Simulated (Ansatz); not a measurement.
Isolated molecules relaxed with PBE0-D4/def2-TZVP in Ansatz; ΔE leaves out vibrations. CCSD(T)/CBS is the MP2 limit (def2-TZVPP, def2-QZVPP) plus CCSD(T) − MP2 in def2-TZVPP, frozen cores. This one scheme is used for every species. DFT in def2-TZVPP. B3LYP here is the variant with VWN-RPA as its local correlation; programs differ in this. Each species was taken in one conformer, which may not be the lowest.

`N[SiH](F)/N=C/O` + CH₃SH → `CS[SiH](N)F` + `N=CO`  (ligand exchange at the Si–N bond)

```
             level  ΔE (kJ/mol)  difference from CCSD(T)/CBS
            PBE-D4         -6.4                         -7.3
         r2SCAN-D4         -0.2                         -1.1
           PBE0-D4         -3.2                         -4.1
          B3LYP-D4          3.3                          2.4
           ωB97X-V          2.4                          1.5
           ωB97M-V          3.0                          2.1
            B2PLYP          6.2                          5.3
               PBE         -4.4                         -5.3
            r2SCAN          0.1                         -0.8
              PBE0         -1.4                         -2.3
             B3LYP          6.9                          6.0
     HF/def2-TZVPP         16.5                         15.6
    MP2/def2-TZVPP          3.3                          2.4
SCS-MP2/def2-TZVPP          6.0                          5.1
   CCSD/def2-TZVPP          6.3                          5.4
CCSD(T)/def2-TZVPP          4.2                          3.3
     HF/def2-QZVPP         17.2                         16.3
    MP2/def2-QZVPP          1.6                          0.7
SCS-MP2/def2-QZVPP          4.3                          3.4
      HF/CBS(def2)         17.3                         16.4
     MP2/CBS(def2)          0.0                         -0.9
    CCSD/CBS(def2)          3.0                          2.1
       CCSD(T)/CBS          0.9                            0
```

Largest T1 diagnostic among the species: 0.014.

In def2-TZVPP, CCSD(T) changes the Hartree–Fock value by −12.3 kJ/mol (the triples alone add −2.2 kJ/mol) and MP2 by −13.2 kJ/mol. The D4 term adds −3.5 kJ/mol with B3LYP and −1.8 kJ/mol with PBE0; it sums over pairs of atoms, weighted by their polarisabilities, and B3LYP, whose exchange is more repulsive, gets the larger term.
